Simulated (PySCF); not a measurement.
The vertical singlet excitations below were computed for one of the candidates. Computed with TDDFT CAM-B3LYP/def2-SVPD, vertical, gas phase, core orbitals frozen in the response (PySCF). Geometries: GFN2-xTB, one conformer each.

| state | E (eV) | f | main configurations (H = HOMO, L = LUMO) |
| --- | --- | --- | --- |
| S1 | 5.85 | 0.0063 | H→L (88%), H→L+1 (9%) |
| S2 | 6.26 | 0.0071 | H→L+1 (80%), H→L (9%) |
| S3 | 6.61 | 0.144 | H→L+2 (94%) |
| S4 | 7.01 | 0.0027 | H→L+4 (81%), H→L+3 (14%) |
| S5 | 7.26 | 0.0003 | H→L+3 (69%), H→L+4 (14%) |
| S6 | 7.51 | 0.0080 | H→L+5 (91%) |
| S7 | 7.79 | 0.038 | H-1→L (87%) |
| S8 | 7.84 | 0.018 | H→L+6 (88%) |

Orbital energies (eV): HOMO-3 -11.37, HOMO-2 -11.13, HOMO-1 -10.16, HOMO -7.86, LUMO 1.12, LUMO+1 1.27, LUMO+2 1.82.

Question: Which structure fits? All have the formula C3H6OSi.
A. `O=C1C[SiH2]C1`
B. `O[Si@@H]1C=CC1`
C. `C#CC[SiH2]O`
D. `C1=CO[SiH2]C1`
E. `O=C[SiH]1CC1`

Answer: D. Its S1 lies at 5.85 eV; the nearest of the others has S1 at 6.12 eV. S1 is HOMO→LUMO (88%), HOMO→LUMO+1 (9%). Löwdin shares by element: HOMO carbon 63%, oxygen 23%; LUMO silicon 38%, hydrogen 24% or more, oxygen 12% (atoms not listed hold the other 25%). At the same level the other candidates give, for their lowest levels:
- `O=C1C[SiH2]C1`: 4.29 eV (f 0.000); 6.65 eV (f 0.000); 6.81 eV (f 0.011); 6.96 eV (f 0.043); 7.43 eV (f 0.057); T1 3.79 eV; HOMO -8.65, LUMO 0.35 eV
- `O[Si@@H]1C=CC1`: 6.12 eV (f 0.002); 6.57 eV (f 0.059); 6.71 eV (f 0.050); 7.36 eV (f 0.032); 7.49 eV (f 0.016); T1 4.29 eV; HOMO -8.96, LUMO 0.62 eV
- `C#CC[SiH2]O`: 6.51 eV (f 0.002); 6.76 eV (f 0.027); 6.86 eV (f 0.001); 7.00 eV (f 0.007); 7.38 eV (f 0.028); T1 5.48 eV; HOMO -8.92, LUMO 0.95 eV
- `O=C[SiH]1CC1`: 3.33 eV (f 0.000); 5.17 eV (f 0.219); 6.56 eV (f 0.005); 6.66 eV (f 0.027); 6.68 eV (f 0.002); T1 2.68 eV; HOMO -8.48, LUMO -0.58 eV
Triplets come from the Tamm–Dancoff approximation.
